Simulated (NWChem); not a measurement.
System: CH$_{4}$SSe; SMILES C[Se]S

```xyz
7

Se    -0.4620    -0.4571     0.0083
C      1.2702    -1.3451     0.0117
H      1.0614    -2.4238     0.0756
H      1.8544    -1.0323     0.8862
H      1.8181    -1.1326    -0.9153
S      0.1913     1.6473     0.0552
H      0.2926     1.8454    -1.2815
```
Atoms are numbered in this order, from 1.

Geometry: optimised at PBE0/def2-SVP.

Q: List the 4 lowest vertical singlet excitations from LDA (Slater exchange, VWN5)/def2-SVP, full TDDFT (NWChem).

A: 
| state | energy (eV) | oscillator strength | leading excitation (squared amplitude) |
|---|---|---|---|
| S1 | 3.85 | 0.001 | HOMO → LUMO (1.00) |
| S2 | 4.49 | 0.004 | HOMO−1 → LUMO (0.99) |
| S3 | 5.53 | 0.013 | HOMO → LUMO+2 (0.77) |
| S4 | 5.69 | 0.000 | HOMO → LUMO+1 (0.78) |
